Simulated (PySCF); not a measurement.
Gas-phase reaction: 3 SiI4 + 3 H2 + SiF2 → 4 SiHI3 + 2 HF

Energies from PySCF (xtb for GFN2), thermal terms from the rigid-rotor harmonic-oscillator model, ideal gas at 1 bar. † marks an energy on the PBE0/def2-TZVP geometry and frequencies; other levels use their own. MP2 and CCSD(T) freeze the core. All species are closed-shell singlets. B3LYP is the form with VWN-RPA correlation. I: scalar-relativistic def2 core potential, no spin-orbit coupling. MP2 isn't extrapolated to the basis-set limit; its ΔH°(298 K) is 84.0 kJ in def2-SVP and 116.0 kJ in def2-TZVPP. CCSD(T) isn't extrapolated to the basis-set limit. The harmonic model lacks anharmonicity and excited electronic states, which grow with temperature; levels with a mode under 35 cm⁻¹ are left out. Soft modes under 120 cm⁻¹ make the harmonic entropy rough for SiI4, SiHI3.

| level | ΔE electronic, kJ | ΔH°(298 K), kJ | ΔS°(298 K), J/K | ΔG°(800 K), kJ |
|---|---|---|---|---|
| B3LYP/def2-TZVP† | 73 | 105 | -41 | 145 |
| CCSD(T)/def2-SVP† | 36 | 68 | -41 | 109 |
| GFN2-xTB | -108 | -67 | -47 | -21 |
| M06-2X/def2-TZVP† | 87 | 119 | -41 | 160 |
| MP2/def2-SVP† | 52 | 84 | -41 | 125 |
| MP2/def2-TZVPP† | 84 | 116 | -41 | 157 |
| PBE0/def2-QZVP† | 32 | 64 | -41 | 104 |
| PBE0/def2-TZVP | 43 | 75 | -41 | 116 |
| r2SCAN/def2-TZVP† | 71 | 103 | -41 | 144 |
| ωB97M-V/def2-TZVP† | 93 | 125 | -41 | 166 |
ΔH° is lowest at GFN2-xTB and highest at ωB97M-V/def2-TZVP†. No reference value is set beside these.
